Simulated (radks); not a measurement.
Results of a calculation; reference values are marked as such.
Problem. All-electron atom: Ta+ in [Xe] 4f14 5d2 6s2 (not the ground configuration). Code: a radial shooting solver on a logarithmic mesh with Libxc functionals. Model: scalar-relativistic Kohn-Sham, PBEsol, spin-unpolarised, spherical densities, finite nucleus; Fermi nuclear charge, rms radius 5.347 fm. Some entries of the table are withheld. Estimate them.

orbital,occ.,eigenvalue (Ry),<r> (bohr)
1s,2,-4948.759,0.01867
2s,2,-850.9273,0.07898
2p,6,-746.0684,0.07058
3s,2,-195.4731,0.2049
3p,6,-164.2714,0.2049
3d,10,-127.7927,(1)
4s,2,-40.40196,(2)
4p,6,-30.16205,0.4878
4d,10,-17.04189,0.5232
5s,2,-6.08384,1.098
5p,6,-3.60338,1.286
4f,14,(3),0.6384
6s,2,-0.92459,2.979
5d,2,-0.89395,2.015

Solution. 
(1) 3d <r> (bohr): 0.1857
(2) 4s <r> (bohr): 0.4589
(3) 4f eigenvalue (Ry): -2.53971
